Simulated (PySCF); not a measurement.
Mg (magnesium, neutral) across methods

[Ne] 3s1 4s1, high-spin 3S determinant (an excited configuration). Calculation: PySCF 2.14, in aug-cc-pCVQZ-DK (10s9p7d5f3g, 134 functions); the spin-free X2C one-electron Hamiltonian (Gaussian nucleus).

```csv
method,E (hartree),mean ε 2p β (eV),mean ε 3s α (eV),mean ε 4s α (eV),Σ⟨r²⟩ (bohr²),⟨S²⟩
PBE,-200.0837,-51.557,-8.285,-1.627,89.05,2.000
HSE06,-200.1145,-55.232,-8.765,-1.640,90.43,2.000
LDA,-199.2571,-51.709,-8.396,-1.613,88.61,2.000
TPSSh,-200.2115,-53.596,-8.579,-1.682,90.30,2.000
r2SCAN,-200.1748,-53.089,-8.514,-1.573,91.36,2.000
PBE0,-200.0996,-55.684,-9.142,-1.885,90.66,2.000
UHF,-199.76576,-66.918,-11.334,-2.402,95.85,2.000
BLYP,-200.2157,-51.562,-8.217,-1.435,89.85,2.000
```

The outer electron is Rydberg-like, and this basis confines it to a smaller radius and binds it less than a complete one would.
